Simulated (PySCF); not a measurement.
## Nuclear quadrupole coupling in 2,2-dimethoxybutane

2,2-dimethoxybutane, C6H14O2.
Z-matrix (Å and degrees, GFN2-xTB geometry), rows numbered from 1:
```
C 
C   1  1.5230
C   2  1.5398  1  113.05
C   3  1.5326  2  111.69  1   -55.03
O   3  1.4136  2  105.35  1    67.89
C   5  1.4117  3  116.04  2  -176.87
O   3  1.4184  2  111.94  1  -171.80
C   7  1.4120  3  116.52  2   -57.88
H   1  1.0864  2  109.68  3   -52.59
H   1  1.0875  2  109.79  3  -171.93
H   1  1.0864  2  111.31  3    68.13
H   2  1.0906  1  108.67  3   119.56
H   2  1.0914  1  110.56  3  -121.19
H   4  1.0853  3  109.31  2   -45.55
H   4  1.0863  3  109.33  2  -164.16
H   4  1.0855  3  110.05  2    75.19
H   6  1.0891  5  105.99  3  -164.78
H   6  1.0947  5  111.46  3    76.46
H   6  1.0934  5  111.18  3   -45.75
H   8  1.0932  7  111.09  3   -41.42
H   8  1.0894  7  106.05  3  -160.37
H   8  1.0949  7  111.40  3    80.92
```

Field gradients from the PBE0/pcSseg-1 density (PySCF, non-relativistic), principal values in atomic units, ordered |Vxx| ≤ |Vyy| ≤ |Vzz|:

```
atom      Vxx      Vyy     Vzz
  O5  -0.1114  -1.8655  1.9770
  O7  -0.1196  -1.8709  1.9905
```

Q: Find the asymmetry η = (Vxx − Vyy)/Vzz and the couplings χ = eQV/h (234.96 MHz × Q in barn × V in au), with Q(17O) = −0.0256 b.

A: 
```json
{"atom": "O5", "environment": "ether oxygen", "nucleus": "17O", "η": "0.89", "χzz (MHz)": "-11.89", "χxx (MHz)": "0.67", "χyy (MHz)": "11.22"}
{"atom": "O7", "environment": "ether oxygen", "nucleus": "17O", "η": "0.88", "χzz (MHz)": "-11.97", "χxx (MHz)": "0.72", "χyy (MHz)": "11.25"}
```

The tensor is traceless: Vxx + Vyy + Vzz = 0.

Q: What is Vzz at O5 in SI units (1 au = 9.71736 × 10²¹ V/m²)?

A: 1.9770 au = 19.211 × 10²¹ V/m².

Were the hydrogens deuterons (Q(2H) = 0.00286 b), χzz would run from 197 kHz (H20, H19 and H18) to 215 kHz (H14).

Isolated species at its GFN2-xTB geometry (one conformer only). GFN2-xTB bond lengths can be off by several hundredths of an ångström, more for odd bonds, and the gradients follow them. A larger basis could move these couplings by a tenth or more.

The run behind these numbers computed NMR shieldings as well. On an Arm Neoverse V1 with one thread, shared host, this took 44 s of wall time (with the writing of density and orbital grids) and 1.0 GiB of memory at its peak.
